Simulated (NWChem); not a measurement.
System: KOH; SMILES [OH][K]

Program: NWChem. Pople sets run with spherical d functions. Level PBE/6-31G*: optimisations from one semi-empirical or force-field start; each run changes one setting, and all end within 0.3 mHa of each other.

```
setting                                             optimisation steps
--------------------------------------------------  ------------------
redundant internal coordinates, default thresholds                  11
trust radius 0.05                                                   15
tight thresholds                                                    17
Cartesian coordinates                                               15
```
